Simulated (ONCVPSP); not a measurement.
# u(r) = r·R(r): atom against pseudo-atom (aluminium)

Columns: radius, all-electron u(r) and pseudo u(r) of the 3p shell (level -5.70 eV) of aluminium in the configuration [Ne] 3s2 3p0.5; PBE, scalar-relativistic, ONCV scheme, ONCVPSP 4.0.1.

```json
{"r (bohr)": "0.130", "all-electron": "-0.1142", "pseudo": "0.0046"}
{"r (bohr)": "0.260", "all-electron": "-0.2164", "pseudo": "0.0183"}
{"r (bohr)": "0.390", "all-electron": "-0.2338", "pseudo": "0.0403"}
{"r (bohr)": "0.520", "all-electron": "-0.1904", "pseudo": "0.0699"}
{"r (bohr)": "0.650", "all-electron": "-0.1143", "pseudo": "0.1061"}
{"r (bohr)": "0.780", "all-electron": "-0.0247", "pseudo": "0.1478"}
{"r (bohr)": "0.910", "all-electron": "0.0673", "pseudo": "0.1939"}
{"r (bohr)": "1.040", "all-electron": "0.1555", "pseudo": "0.2427"}
{"r (bohr)": "1.170", "all-electron": "0.2365", "pseudo": "0.2925"}
{"r (bohr)": "1.300", "all-electron": "0.3090", "pseudo": "0.3416"}
{"r (bohr)": "1.430", "all-electron": "0.3723", "pseudo": "0.3886"}
{"r (bohr)": "1.560", "all-electron": "0.4270", "pseudo": "0.4325"}
{"r (bohr)": "1.690", "all-electron": "0.4733", "pseudo": "0.4726"}
{"r (bohr)": "1.820", "all-electron": "0.5113", "pseudo": "0.5081"}
{"r (bohr)": "1.950", "all-electron": "0.5414", "pseudo": "0.5382"}
{"r (bohr)": "2.080", "all-electron": "0.5641", "pseudo": "0.5619"}
{"r (bohr)": "2.210", "all-electron": "0.5799", "pseudo": "0.5789"}
{"r (bohr)": "2.340", "all-electron": "0.5894", "pseudo": "0.5892"}
{"r (bohr)": "2.470", "all-electron": "0.5935", "pseudo": "0.5935"}
{"r (bohr)": "2.600", "all-electron": "0.5928", "pseudo": "0.5928"}
{"r (bohr)": "2.730", "all-electron": "0.5880", "pseudo": "0.5880"}
{"r (bohr)": "2.860", "all-electron": "0.5796", "pseudo": "0.5796"}
{"r (bohr)": "2.990", "all-electron": "0.5684", "pseudo": "0.5684"}
{"r (bohr)": "3.120", "all-electron": "0.5547", "pseudo": "0.5547"}
{"r (bohr)": "3.250", "all-electron": "0.5393", "pseudo": "0.5392"}
{"r (bohr)": "3.380", "all-electron": "0.5223", "pseudo": "0.5223"}
```

(1) How many radial nodes do the two functions have?

(2) At about which radius was the pseudo-wave matched?

(3) Is the pseudo-wave norm-conserving?

## Answers

(1) The all-electron 3p function has n − l − 1 = 1; the pseudo-wave has 0, since the states of the same l below it are removed with the core.

(2) 2.60 bohr. The columns agree to 0.0005 from 2.34 bohr on; several derivatives are matched, so the curves merge somewhat inside the radius.

(3) Yes: the ONCV scheme keeps the norm inside the radius equal to the all-electron one, which fixes the energy derivative of the logarithmic derivative at the level.
